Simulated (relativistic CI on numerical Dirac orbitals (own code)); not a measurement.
Mo4+: M2,3 absorption edge

Computed with this model: Dirac-Coulomb-Breit CI, KLI orbitals optimised for each configuration, model QED, multiplet model of core-to-valence dipole absorption, unscaled Slater integrals; configurations [Kr] 4d2 → [Ne] 3s2 3p5 3d10 4s2 4p6 4d3; 300 K; Lorentzian 2 eV and Gaussian 0.4 eV FWHM. Energies are those of the free ion, without screening or charge transfer. The branching ratio is the share of the lower-energy edge in the whole absorption, uncertain by about 0.02 where the edges overlap. S is read from ⟨S²⟩ = S(S + 1).

Field parameters in Wybourne normalisation: D3d B²₀ = −7Dσ, B⁴₀ = −14Dq − 21Dτ, B⁴₃ = −14√(10/7) Dq; D4h B²₀ = −7Ds, B⁴₀ = 21(Dq − Dt), B⁴₄ = 21√(5/14) Dq; Oh B⁴₀ = 21Dq, B⁴₄ = √(5/14) B⁴₀; Td as Oh with Dq negative (B⁴₀ = 21Dq, B⁴₄ = √(5/14) B⁴₀). The field is a parameter set, without covalency.

Computed curve for Oh, 10Dq = 27400 cm⁻¹, scaled to 100 at the maximum (points under 2 are left out and the grid is thinned):

| Energy (eV) | Intensity |
| --- | --- |
| 391.50 | 2.0 |
| 392.50 | 2.5 |
| 393.50 | 3.1 |
| 394.25 | 3.7 |
| 395.25 | 5.0 |
| 396.25 | 7.1 |
| 397.25 | 11.2 |
| 398.00 | 17.6 |
| 399.00 | 36.9 |
| 400.00 | 55.1 |
| 401.00 | 78.9 |
| 401.75 | 87.9 |
| 402.75 | 98.3 |
| 403.75 | 95.4 |
| 404.75 | 79.9 |
| 405.75 | 47.6 |
| 406.50 | 29.9 |
| 407.50 | 16.3 |
| 408.50 | 10.3 |
| 409.50 | 7.2 |
| 410.25 | 5.9 |
| 411.25 | 5.0 |
| 412.25 | 4.5 |
| 413.25 | 4.3 |
| 414.00 | 4.4 |
| 415.00 | 5.6 |
| 416.00 | 9.2 |
| 417.00 | 16.5 |
| 418.00 | 16.6 |
| 418.75 | 20.6 |
| 419.75 | 32.5 |
| 420.75 | 38.6 |
| 421.75 | 31.2 |
| 422.50 | 25.8 |
| 423.50 | 18.0 |
| 424.50 | 9.9 |
| 425.50 | 5.3 |
| 426.25 | 3.7 |
| 427.25 | 2.6 |
| 428.25 | 2.0 |

The ground state has S = 1.00, and the centroid lies at 407.24 eV.
